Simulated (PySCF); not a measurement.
Record of a relaxation.

Compound: C3H8BFS.
SMILES with atom numbers: `[F:1][CH2:2][S@@+:3]1[BH2-:4][CH2:5][CH2:6]1` (hydrogens: H7, H8 on C2; H9, H10 on B4; H11, H12 on C5; H13, H14 on C6)

Computed by this run: PBE0-D3(BJ)/def2-SVP geometry optimisation, gas phase in PySCF; density fitting, grid level 1; the optimiser is geomeTRIC in internal coordinates, started from a GFN2-xTB structure with every atom displaced at random (about 0.01 Å). 6 of its 8 geometries are shown. The frame can shift and turn from step to step; on so coarse a grid that alone can change the energy by a few meV, and forces under 0.02 eV/Å are noise.

Step 0: E = -17449.7731 eV, largest atomic force 0.955 eV/Å
```
atom  x, y, z in Å  |  force x, y, z in eV/Å
F1      2.600    1.042    0.296   -0.111   0.387  -0.216
C2      1.835   -0.052    0.534    0.633   0.186  -0.655
S3      0.747   -0.431   -0.902    0.682   0.128   0.385
B4     -0.795   -1.248    0.156   -0.704   0.633   0.125
C5     -1.364    0.263    0.382    0.478   0.182   0.556
C6     -0.485    0.906   -0.678   -0.393  -0.285   0.208
H7      1.242    0.133    1.424   -0.482  -0.132   0.354
H8      2.540   -0.882    0.672   -0.354  -0.477   0.007
H9     -0.358   -1.840    1.082    0.411  -0.527   0.574
H10    -1.404   -1.887   -0.640   -0.201  -0.446  -0.515
H11    -2.427    0.449    0.213   -0.276  -0.096  -0.098
H12    -1.134    0.688    1.383   -0.027  -0.168  -0.231
H13    -0.008    1.848   -0.444    0.425   0.576   0.024
H14    -0.998    0.997   -1.631   -0.082   0.038  -0.516
```

Step 1: E = -17449.8987 eV, largest atomic force 0.270 eV/Å
```
atom  x, y, z in Å  |  force x, y, z in eV/Å
F1      2.612    1.016    0.236    0.061  -0.015   0.009
C2      1.907   -0.116    0.467   -0.240  -0.109   0.059
S3      0.921   -0.582   -0.981   -0.024   0.077  -0.061
B4     -0.759   -1.406    0.063    0.066   0.054   0.128
C5     -1.246    0.132    0.230   -0.113   0.054  -0.015
C6     -0.373    0.731   -0.863    0.128   0.076  -0.026
H7      1.224    0.029    1.322    0.100   0.008  -0.051
H8      2.573   -0.972    0.661    0.091   0.042   0.017
H9     -0.306   -2.034    1.002   -0.016  -0.013   0.006
H10    -1.304   -2.061   -0.799   -0.005  -0.040  -0.108
H11    -2.319    0.309    0.055    0.015  -0.005   0.020
H12    -1.003    0.573    1.208   -0.001   0.001   0.044
H13     0.111    1.709   -0.693   -0.073  -0.093  -0.025
H14    -0.853    0.749   -1.853    0.010  -0.036   0.004
```

Step 3: E = -17449.9032 eV, largest atomic force 0.029 eV/Å
```
atom  x, y, z in Å  |  force x, y, z in eV/Å
F1      2.632    0.993    0.255    0.008   0.018   0.003
C2      1.911   -0.134    0.476    0.002  -0.026  -0.014
S3      0.922   -0.573   -0.976    0.005   0.015   0.010
B4     -0.763   -1.395    0.063   -0.017  -0.011   0.003
C5     -1.257    0.144    0.226    0.002   0.000  -0.006
C6     -0.373    0.737   -0.864    0.011  -0.016   0.011
H7      1.242    0.012    1.337   -0.007   0.004   0.010
H8      2.581   -0.989    0.659   -0.009  -0.002   0.000
H9     -0.320   -2.028    1.004   -0.008  -0.002  -0.003
H10    -1.292   -2.048   -0.817    0.007   0.012   0.000
H11    -2.329    0.316    0.043   -0.001   0.004   0.001
H12    -1.024    0.585    1.208    0.012  -0.005  -0.007
H13     0.101    1.717   -0.700    0.000   0.019  -0.005
H14    -0.845    0.740   -1.857   -0.003  -0.011  -0.002
```

Step 4: E = -17449.9034 eV, largest atomic force 0.040 eV/Å
```
atom  x, y, z in Å  |  force x, y, z in eV/Å
F1      2.637    0.983    0.271   -0.015  -0.025   0.005
C2      1.909   -0.142    0.484    0.026   0.029   0.000
S3      0.925   -0.571   -0.972    0.017  -0.004  -0.003
B4     -0.768   -1.390    0.058   -0.018  -0.015  -0.012
C5     -1.255    0.150    0.223    0.006  -0.007  -0.007
C6     -0.367    0.739   -0.865   -0.014  -0.005   0.000
H7      1.238    0.005    1.344   -0.004  -0.003   0.007
H8      2.574   -1.001    0.666   -0.004   0.001   0.005
H9     -0.335   -2.031    0.999   -0.004  -0.003  -0.002
H10    -1.293   -2.036   -0.830    0.002   0.012   0.008
H11    -2.326    0.327    0.038   -0.004   0.009   0.006
H12    -1.020    0.588    1.206    0.007  -0.003  -0.003
H13     0.105    1.721   -0.705    0.003   0.013  -0.005
H14    -0.838    0.736   -1.859    0.001   0.000   0.000
```

Step 6: E = -17449.9035 eV, largest atomic force 0.056 eV/Å
```
atom  x, y, z in Å  |  force x, y, z in eV/Å
F1      2.644    0.961    0.308   -0.022  -0.037   0.005
C2      1.903   -0.159    0.507    0.025   0.048   0.013
S3      0.934   -0.574   -0.963    0.015  -0.021  -0.013
B4     -0.784   -1.383    0.041   -0.004  -0.001  -0.005
C5     -1.247    0.163    0.215    0.000  -0.010  -0.013
C6     -0.350    0.743   -0.870   -0.024   0.014  -0.004
H7      1.223   -0.009    1.359    0.001  -0.007  -0.001
H8      2.557   -1.026    0.694    0.003   0.001   0.005
H9     -0.375   -2.042    0.978    0.000  -0.002   0.000
H10    -1.306   -2.006   -0.865   -0.003   0.003   0.001
H11    -2.315    0.359    0.032   -0.001   0.010   0.010
H12    -1.004    0.592    1.200    0.001   0.000   0.002
H13     0.123    1.726   -0.715    0.003  -0.003   0.000
H14    -0.817    0.732   -1.865    0.005   0.004   0.000
```

Step 7: E = -17449.9035 eV, largest atomic force under 0.02 eV/Å
```
atom  x, y, z in Å  |  force x, y, z in eV/Å
F1      2.643    0.953    0.321    0.000   0.001   0.002
C2      1.900   -0.165    0.517   -0.003   0.003   0.004
S3      0.938   -0.578   -0.961    0.003  -0.008   0.001
B4     -0.791   -1.381    0.033    0.001   0.006   0.005
C5     -1.245    0.168    0.211   -0.003  -0.003  -0.006
C6     -0.342    0.745   -0.872   -0.004   0.008  -0.002
H7      1.215   -0.015    1.365    0.000  -0.003  -0.001
H8      2.552   -1.032    0.707    0.002  -0.001   0.000
H9     -0.390   -2.046    0.969   -0.002  -0.001  -0.001
H10    -1.314   -1.997   -0.877    0.000   0.000  -0.006
H11    -2.311    0.373    0.029    0.001   0.003   0.004
H12    -0.998    0.591    1.197    0.002   0.000   0.001
H13     0.134    1.725   -0.715    0.000  -0.004   0.002
H14    -0.806    0.737   -1.869    0.004  -0.001  -0.001
```

Q: Summarise the path.

A: The energy falls by 12.58 kJ/mol from step 0 to step 7; nine tenths of that is first reached at step 1. It never rises by more than 0.2 meV. The largest force goes from 0.955 to under 0.02 eV/Å. Among the bonds S3–B4 changes most, from 2.041 to 2.150 Å; the atoms move by 0.079 Å rms after alignment.

The cost below is that of the whole optimisation. The run took 53 s on Arm Neoverse V1, one thread, no GPU, shared host with 32 logical CPUs at a one-minute load of 24, and the process peaked at 0.49 GiB of memory.
